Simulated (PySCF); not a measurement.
**How methods differ on the ionisation energy of Sr²¹⁺**

Sr²¹⁺ [Ne] 3s2 3p5 (2P) → Sr²²⁺ [Ne] 3s2 3p4 (3P), as a difference of total energies. All numbers are calculated (PySCF 2.14, scalar relativity by spin-free X2C-1e, in an uncontracted even-tempered set (18 s from 2.1 bohr⁻², ratio 2.5; 12 p from 2.7 bohr⁻², ratio 2.5; 5 d from 14 bohr⁻², ratio 2.7; 4 f from 21 bohr⁻², ratio 2.7)). Correlated levels: outer shells: 1s2 frozen; virtual orbitals above 40 to 60 times the deepest correlated orbital energy dropped. The calculations carry no spin-orbit coupling.

```
                method  ionisation energy (eV)
                   UHF                  985.96
    MP2 (outer shells)                  986.98
SCS-MP2 (outer shells)                  986.91
   CCSD (outer shells)                  986.90
CCSD(T) (outer shells)                  986.90
```

Q: How much does correlation contribute at CCSD(T) (outer shells)?

A: 986.90 − (985.96) = 0.94 eV, measured against UHF.

Spin-orbit coupling is strong in these open shells (close to jj coupling). The scalar numbers leave it out and a first-order estimate fails, so it can dominate the gap to the real levels.

Breit and QED terms and the two-electron picture change are absent.

For comparison: 982.1 ± 1.1 eV (semi-empirical (NIST evaluation); NIST Atomic Spectra Database, ionization energies).
